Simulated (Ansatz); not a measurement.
Consider the hydrogenolysis of a Ge–C bond: `C=[CH][Ge]([Cl])([Cl])[Cl]` + H₂ → `[Cl][GeH]([Cl])[Cl]` + ethylene.

Calculated with Ansatz (gas phase, PBE0-D4/def2-TZVP geometries, no zero-point term in ΔE). CCSD(T)/CBS is the MP2 limit (def2-TZVPP, def2-QZVPP) plus CCSD(T) − MP2 in def2-TZVPP, frozen cores. This one scheme is used for every species. Functionals use def2-TZVPP. For Ge outer-core shells are correlated without core-valence functions, which leaves a few kJ/mol of doubt a bond. Scalar relativity is left out up to krypton. Each species was taken in one conformer, which may not be the lowest.

```tsv
level	ΔE (kJ/mol)
LC-ωPBE	-24.0
MP2/CBS(def2)	-1.5
```

Q: What does CCSD(T)/CBS give? (An estimate is asked.)

A: Computed: -11.0 kJ/mol. The listed levels differ from it by -13.0, 9.5 kJ/mol.

Q: What do rigid-rotor, harmonic-oscillator terms from PBE0-D4/def2-TZVP frequencies (298.15 K, 1 bar) make of the CCSD(T)/CBS value? (Estimate.)

A: The calculation gave: ΔZPE = +17.1 kJ/mol, ΔH = +0.5 kJ/mol, ΔS = 21 J/(mol·K), ΔG = -5.8 kJ/mol.

Largest T1 diagnostic among the species: 0.011.

From r2SCAN to r2SCAN0 (25 % exact exchange), in def2-TZVPP and without D4, ΔE moves by −3.9 kJ/mol. At CCSD(T), def2-SVP lies −10.5 kJ/mol from the extrapolated value and def2-TZVPP −0.3 kJ/mol. In def2-TZVPP, CCSD(T) changes the Hartree–Fock value by +31.0 kJ/mol (the triples alone add +6.5 kJ/mol) and MP2 by +40.5 kJ/mol.

CCSD(T)/CBS has its own doubt, a few kJ/mol and more with outer-core shells, so smaller differences from it don't rank the levels.
